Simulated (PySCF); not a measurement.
## NMR parameters of Ga(H2O)H3

Ga(H2O)H3, GaH5O, point group Cs.

Bonds: Ga1-O2 2.172 Å. Ga1 carries H5, H6, H7; O2 carries H3, H4.

GIAO calculations in PySCF 2.14 on the PBE0-D3(BJ)/def2-SVP structure: isolated species, non-relativistic, equivalent atoms averaged; basis pcSseg-1 (pcSseg-2 on Ga).

Task: Give the isotropic shieldings (ppm) with B3LYP, PBE, PBE0.

Result: 
```csv
atoms,environment,B3LYP,PBE,PBE0
Ga1,"Ga bonded to O, 3 H",1407,1359,1435
O2,"oxygen bonded to Ga, 2 H",315.9,316.0,319.2
H5/H6/H7,hydrogen on a Ga bonded to O,26.39,25.94,26.27
H3/H4,hydrogen on an oxygen bonded to Ga,29.50,29.63,29.40
HOMO–LUMO gap (eV),–,6.52,4.95,7.06
```

Task: And the chemical shifts, against references computed in the same way?

Result: 
| atoms | nucleus, reference | B3LYP | PBE | PBE0 |
| --- | --- | --- | --- | --- |
| Ga1 | $^{71}$Ga, [Ga(H2O)6]3+ | 392 | 389 | 382 |
| O2 | $^{17}$O, H2O | 18.2 | 18.6 | 15.4 |
| H5/H6/H7 | $^{1}$H, TMS | 4.99 | 5.26 | 4.99 |
| H3/H4 | $^{1}$H, TMS | 1.88 | 1.57 | 1.86 |

Task: Which part of the shielding of Ga1 depends on the functional?

Result: Diamagnetic: B3LYP 2639, PBE 2640, PBE0 2640 ppm; paramagnetic: B3LYP -1233, PBE -1281, PBE0 -1205 ppm. The diamagnetic part, set mainly by inner electrons, hardly moves; the paramagnetic part goes with low-lying magnetically allowed excitations and carries the spread.

Task: What couplings does PBE/pcJ-1 (pcSseg-1 on Ga) give?

Result: $^{1}J$(O2,H3) = -72.7, $^{2}J$(H5,H6) = 21.2, $^{2}J$(O2,H5) = -6.4, $^{2}J$(H3,H4) = -5.1 Hz (averaged over equivalent pairs; isotopes $^{17}$O, $^{1}$H).

Relativistic effects, spin–orbit coupling among them, are left out; they matter for Ga and for the light atoms bonded to it. Experimental scales use liquid or dissolved standards, which lie at an offset from isolated H2O (liquid H2O: subtract about 36 ppm).
